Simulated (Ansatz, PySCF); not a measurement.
C2H7AlFN, SMILES [F][Al]([CH3])[NH]C. Atoms are numbered in the order given.

```xyz
12

Al    -0.0666     0.1485     0.5256
F     -0.8439    -0.2902     1.9414
C      1.3768     1.4489     0.5652
H      1.7982     1.6442    -0.4339
H      2.1980     1.1036     1.2159
H      1.0272     2.4106     0.9775
N     -0.6600    -0.6502    -0.9414
C     -0.2091    -0.4962    -2.3128
H     -1.4225    -1.3192    -0.8623
H     -1.0049    -0.1254    -2.9868
H      0.1726    -1.4400    -2.7473
H      0.6156     0.2331    -2.3641
```
Charge 0, spin multiplicity 1.

Geometry optimised at B3LYP-D3(BJ)/def2-SVP. The structure was generated by enumeration; whether it is a known compound was not checked. One conformer was computed; it need not be the lowest.

Two levels are set side by side: PBE-D3(BJ)/def2-SVP (Ansatz, an electronic-structure program) and B3LYP-D3(BJ)/def2-SVP (Ansatz). Each level has its own optimised geometry; the coordinates shown are those of the second. Frequencies come from the Hessian of PySCF at each geometry. Differences are taken from unrounded values.

```json
[
 {"quantity": "mean bond length (Å)", "B3LYP-D3(BJ)": "1.317", "PBE-D3(BJ)": "1.324", "PBE-D3(BJ) minus B3LYP-D3(BJ)": "0.008"},
 {"quantity": "bond Al1–F2 (Å)", "B3LYP-D3(BJ)": "1.674", "PBE-D3(BJ)": "1.686", "PBE-D3(BJ) minus B3LYP-D3(BJ)": "0.012"},
 {"quantity": "bond Al1–C3 (Å)", "B3LYP-D3(BJ)": "1.943", "PBE-D3(BJ)": "1.950", "PBE-D3(BJ) minus B3LYP-D3(BJ)": "0.007"},
 {"quantity": "bond Al1–N7 (Å)", "B3LYP-D3(BJ)": "1.773", "PBE-D3(BJ)": "1.784", "PBE-D3(BJ) minus B3LYP-D3(BJ)": "0.012"},
 {"quantity": "bond N7–C8 (Å)", "B3LYP-D3(BJ)": "1.452", "PBE-D3(BJ)": "1.452", "PBE-D3(BJ) minus B3LYP-D3(BJ)": "0.000"},
 {"quantity": "bond C3–H4 (Å)", "B3LYP-D3(BJ)": "1.102", "PBE-D3(BJ)": "1.109", "PBE-D3(BJ) minus B3LYP-D3(BJ)": "0.007"},
 {"quantity": "bond C3–H5 (Å)", "B3LYP-D3(BJ)": "1.103", "PBE-D3(BJ)": "1.110", "PBE-D3(BJ) minus B3LYP-D3(BJ)": "0.007"},
 {"quantity": "bond C3–H6 (Å)", "B3LYP-D3(BJ)": "1.103", "PBE-D3(BJ)": "1.110", "PBE-D3(BJ) minus B3LYP-D3(BJ)": "0.007"},
 {"quantity": "bond N7–H9 (Å)", "B3LYP-D3(BJ)": "1.018", "PBE-D3(BJ)": "1.025", "PBE-D3(BJ) minus B3LYP-D3(BJ)": "0.007"},
 {"quantity": "bond C8–H10 (Å)", "B3LYP-D3(BJ)": "1.107", "PBE-D3(BJ)": "1.115", "PBE-D3(BJ) minus B3LYP-D3(BJ)": "0.008"},
 {"quantity": "bond C8–H11 (Å)", "B3LYP-D3(BJ)": "1.107", "PBE-D3(BJ)": "1.115", "PBE-D3(BJ) minus B3LYP-D3(BJ)": "0.008"},
 {"quantity": "bond C8–H12 (Å)", "B3LYP-D3(BJ)": "1.102", "PBE-D3(BJ)": "1.110", "PBE-D3(BJ) minus B3LYP-D3(BJ)": "0.008"},
 {"quantity": "highest harmonic wavenumber (cm⁻¹)", "B3LYP-D3(BJ)": "3566", "PBE-D3(BJ)": "3494", "PBE-D3(BJ) minus B3LYP-D3(BJ)": "-72"},
 {"quantity": "mean harmonic wavenumber (cm⁻¹)", "B3LYP-D3(BJ)": "1350", "PBE-D3(BJ)": "1317", "PBE-D3(BJ) minus B3LYP-D3(BJ)": "-33"},
 {"quantity": "zero-point energy (kcal/mol)", "B3LYP-D3(BJ)": "57.90", "PBE-D3(BJ)": "56.48", "PBE-D3(BJ) minus B3LYP-D3(BJ)": "-1.42"}
]
```

Exact exchange shortens and stiffens bonds; PBE has none. Differences between two approximate levels are no errors against the true value.
